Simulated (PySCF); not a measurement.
Vertical excitations of a molecule CH₇ClOSi₃ from TDA-CAM-B3LYP/def2-SVPD (PySCF), as energy in eV (oscillator strength): 5.66 (0.007), 6.17 (0.147), 6.76 (0.004), 6.87 (0.026), 6.94 (0.130), 7.07 (0.166), 7.22 (0.045), 7.32 (0.027), 7.44 (0.027), 7.55 (0.001). Lowest triplet (TDA): 5.17 eV. Coordinates come from a PBE0-D3(BJ)/def2-SVP optimisation. Other conformers were not sampled.

Q: Which molecule gave these data?
A) C[Si@]1(Cl)O[SiH2][SiH2]1
B) Cl[Si@@H]1OC[SiH2][SiH2]1
C) C[Si@H]1O[SiH2][Si@@H]1Cl
D) Cl[Si@H]1CO[SiH2][SiH2]1

A: B, Cl[Si@@H]1OC[SiH2][SiH2]1
